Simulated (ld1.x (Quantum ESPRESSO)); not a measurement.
u(r) = r·R(r): atom against pseudo-atom (B)

Columns: radius, all-electron u(r) and pseudo u(r) of the 2p shell (level -4.02 eV) of boron in the configuration [He] 2s1 2p2; PBEsol, scalar-relativistic, ultrasoft scheme, ld1.x (Quantum ESPRESSO) 7.5.

```
r (bohr)  all-electron  pseudo
   0.115        0.0353  0.0086
   0.230        0.1096  0.0340
   0.345        0.1956  0.0745
   0.460        0.2800  0.1275
   0.575        0.3569  0.1898
   0.690        0.4238  0.2577
   0.805        0.4804  0.3272
   0.920        0.5274  0.3946
   1.035        0.5648  0.4566
   1.150        0.5931  0.5106
   1.265        0.6130  0.5546
   1.380        0.6255  0.5877
   1.495        0.6317  0.6098
   1.610        0.6324  0.6217
   1.725        0.6284  0.6245
   1.840        0.6207  0.6201
   1.955        0.6099  0.6103
   2.070        0.5965  0.5969
   2.185        0.5811  0.5812
   2.300        0.5643  0.5643
   2.415        0.5462  0.5462
   2.530        0.5273  0.5273
   2.645        0.5079  0.5079
   2.760        0.4882  0.4882
   2.875        0.4683  0.4683
   2.990        0.4485  0.4485
```

How many radial nodes do the two functions have?

The all-electron 2p function has n − l − 1 = 0; the pseudo-wave has 0.

At about which radius was the pseudo-wave matched?

2.30 bohr. The columns agree to 0.0005 from 1.96 bohr on; several derivatives are matched, so the curves merge somewhat inside the radius.

Where does each function peak?

Outermost all-electron maximum near 1.61 bohr, pseudo maximum near 1.73 bohr (to the table’s step).

Is the pseudo-wave norm-conserving?

No, it belongs to an ultrasoft set: the norm inside the radius is not constrained, and the difference is carried by the augmentation charge.
